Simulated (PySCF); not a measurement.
Compound: C₆H₉F.
Atom-mapped SMILES: `[CH2:1]=[CH:2]/[C:3](=[CH:4]\[CH3:5])[CH2:6][F:7]` (hydrogens: H8, H9 on C1; H10 on C2; H11 on C4; H12, H13, H14 on C5; H15, H16 on C6)

Structure used (PBE0-D3(BJ)/def2-SVP), in Å, numbered top down from 1:
```xyz
16
C6H9F angstrom
C     -1.7267   -1.6657   -0.1324
C     -0.5282   -1.1119    0.1080
C     -0.1618    0.2827   -0.1224
C      1.0662    0.7846    0.1173
C      2.2657    0.0708    0.6361
C     -1.2401    1.1860   -0.6554
F     -0.8025    2.4715   -0.8290
H     -2.5689   -1.1003   -0.5403
H     -1.9073   -2.7230    0.0748
H      0.2575   -1.7537    0.5166
H      1.2022    1.8487   -0.1006
H      3.0816    0.0998   -0.1062
H      2.6541    0.5737    1.5373
H      2.0814   -0.9812    0.8900
H     -2.0993    1.2002    0.0396
H     -1.6057    0.8082   -1.6276
```

Method used: core-valence-separated Tamm–Dancoff BHandHLYP/aug-pcX-1 (pcseg-1 on H) in PySCF, non-relativistic, gas phase, PBE0-D3(BJ)/def2-SVP geometry. BHandHLYP without relativity tends to put these K edges a few eV too low, so spacings mean more than positions.

The lowest roots of each edge with f over 0.003 (five at most, numbered afresh; weaker and dark ones are left out), with transition dipoles (au) in the frame of the coordinates:

| root | edge | E (eV) | μx | μy | μz |
| --- | --- | --- | --- | --- | --- |
| 1 | C | 282.37 | 0.0263 | -0.0207 | -0.0829 |
| 2 | C | 282.42 | -0.0258 | 0.0214 | 0.0884 |
| 3 | C | 282.72 | 0.0257 | -0.0201 | -0.0808 |
| 4 | C | 283.10 | -0.0239 | 0.0198 | 0.0819 |
| 5 | C | 285.58 | 0.0286 | -0.0081 | 0.0101 |
| 6 | F | 685.53 | -0.0134 | -0.0359 | 0.0044 |
| 7 | F | 686.69 | 0.0074 | 0.0252 | -0.0037 |
| 8 | F | 687.29 | -0.0104 | -0.0110 | -0.0004 |
| 9 | F | 687.79 | 0.0042 | 0.0134 | -0.0018 |
| 10 | F | 687.99 | 0.0110 | -0.0082 | 0.0053 |

Task: What are the oscillator strengths?

Result: f = (2/3) ΔE |μ|², with ΔE in hartree (27.2114 eV):

| root | ΔE (Eh) | \|μ\|² (au) | f | core hole on |
| --- | --- | --- | --- | --- |
| 1 | 10.3769 | 0.007993 | 0.055 | C1 |
| 2 | 10.3789 | 0.008938 | 0.062 | C4 |
| 3 | 10.3898 | 0.007593 | 0.053 | C2 |
| 4 | 10.4038 | 0.007671 | 0.053 | C3 |
| 5 | 10.4948 | 0.000986 | 0.007 | C5 |
| 6 | 25.1926 | 0.001488 | 0.025 | F7 |
| 7 | 25.2355 | 0.000703 | 0.012 | F7 |
| 8 | 25.2573 | 0.000229 | 0.004 | F7 |
| 9 | 25.2758 | 0.000200 | 0.003 | F7 |
| 10 | 25.2832 | 0.000216 | 0.004 | F7 |

Task: Molecules are fixed in this frame and the field points along (1, 0, −1)/√2. What effective strengths 3 f cos²θ do the roots have (θ between field and μ)?

Result: root 1 (C1): 0.124, root 2 (C4): 0.135, root 3 (C2): 0.118, root 4 (C3): 0.117, root 5 (C5): 0.004, root 6 (F7): 0.008, root 7 (F7): 0.003, root 8 (F7): 0.003, root 9 (F7): 0.001, root 10 (F7): 0.001. Averaged over all orientations cos²θ is 1/3, which gives f back.

One conformer stands for the species.
